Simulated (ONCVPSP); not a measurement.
# As: one change to an ONCV potential, before and after

ONCVPSP 4.0.1 input, shortened (lines: element, Z, core and valence counts, functional; n l f; lmax; l rc ep ncon nbas qcut; lloc lpopt rc5 dvloc0; l nproj debl; icmod fcfact rcfact), LDA (Perdew-Zunger), scalar-relativistic:

```
  As 33.00    3    5        3      upf
    1    0    2.00
    2    0    2.00
    2    1    6.00
    3    0    2.00
    3    1    6.00
    3    2   10.00
    4    0    2.00
    4    1    3.00
    2
    0    0.95    0.00    5    9   16.40
    1    0.95    0.00    4    7   16.80
    2    1.00    0.00    4    8   17.50
    4    5    0.60    0.00
    0    2    3.80
    1    2    1.40
    2    2    2.00
    0    0.00    0.00
```

Change: functional PBEsol; d: rc 0.95, qcut 18.4.

Cutoffs: the cutoffs (Ha) at which the residual kinetic energy of the hardest occupied pseudo-wave falls to 1 and 0.1 mHa per electron; they do not see the model core or the augmentation charge, which bear on the density cutoff. Errors are all-electron minus pseudo energies relative to the spin-unpolarised reference configuration.

Task: How do hardness, ghosts and transferability respond?

Result: The potential gets harder (115 Ha and 128 Ha → 126 Ha and 141 Ha); the errors of the 4 common tests hardly move; neither file shows a bound ghost.

```csv
quantity,base,changed
"cutoff, loose",115 Ha,126 Ha
"cutoff, tight",128 Ha,141 Ha
loose cutoff by channel,"s 93 Ha, p 72 Ha, d 115 Ha","s 93 Ha, p 72 Ha, d 126 Ha"
bound ghosts,none,none
GHOST(+) flags under 300 eV,none,none
"error for 3s2 3p6 3d10 4s2 4p2, meV [ΔE 9.33 → 9.16 eV]",-0.5,-0.5
"error for 3s2 3p6 3d10 4s2 4p1, meV [ΔE 27.49 → 27.10 eV]",-1.9,-1.7
"error for 3s2 3p6 3d10 4s2 4p0, meV [ΔE 55.53 → 54.82 eV]",-4.2,-4.0
"error for 3s2 3p6 3d10 4s1 4p0, meV [ΔE 106.64 → 105.45 eV]",-8.0,-7.6
s: phases at 0.96 bohr within 0.05 rad from the reference energy up to (Ha; the scan ends near 5),to the end of the scan,to the end of the scan
p: phases at 0.96 bohr within 0.05 rad from the reference energy up to (Ha; the scan ends near 5),to the end of the scan,to the end of the scan
```
